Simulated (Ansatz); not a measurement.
Consider the atomization: `BCCI` → B• + 2 C• + 6 H• + I•.

Computed with Ansatz on PBE0-D4/def2-TZVP structures; ΔE is electronic, products minus reactants. CCSD(T)/CBS adds triple-zeta CCSD(T) − MP2 to the extrapolated MP2 energy (def2 sets, frozen cores). This one scheme is used for every species, atoms too. Functionals use def2-TZVPP. Open shells (•) are unrestricted, without spin–orbit coupling. Spin–orbit coupling would lower the free atoms: a little for B, C; strongly for I. Elements past krypton have def2 core potentials. For I outer-core shells are correlated without core-valence functions, so the limit isn't a true one: a few kJ/mol of doubt a bond, and 10 to 20 or more in all where bonds break to atoms. Each species was taken in one conformer, which may not be the lowest.

| level | ΔE (eV) |
| --- | --- |
| PBE | 36.82 |
| MP2/CBS(def2) | 36.84 |

What does CCSD(T)/CBS give? (An estimate is asked.)

Ansatz gave: +36.38 eV. The listed levels differ from it by 0.44, 0.46 eV.

Largest T1 diagnostic among the species: 0.014.

The D4 term adds +0.32 eV with B3LYP and +0.16 eV with PBE0; it sums over pairs of atoms, weighted by their polarisabilities, and B3LYP, whose exchange is more repulsive, gets the larger term. In def2-TZVPP, CCSD(T) changes the Hartree–Fock value by +7.88 eV (the triples alone add +0.46 eV) and MP2 by +8.33 eV; breaking electron pairs costs correlation energy, which Hartree–Fock lacks. From PBE to PBE0 (25 % exact exchange), in def2-TZVPP and without D4, ΔE moves by −0.34 eV: exact exchange takes away binding that semilocal exchange gives to molecules.

B3LYP here is the variant with VWN-RPA as its local correlation; programs differ in this.

For atomizations the MP2-based limit and the directly extrapolated one differ by several kJ/mol either way, and by 10 to 25 for some Ge, Se and Sn compounds, so smaller differences from it don't rank the levels.
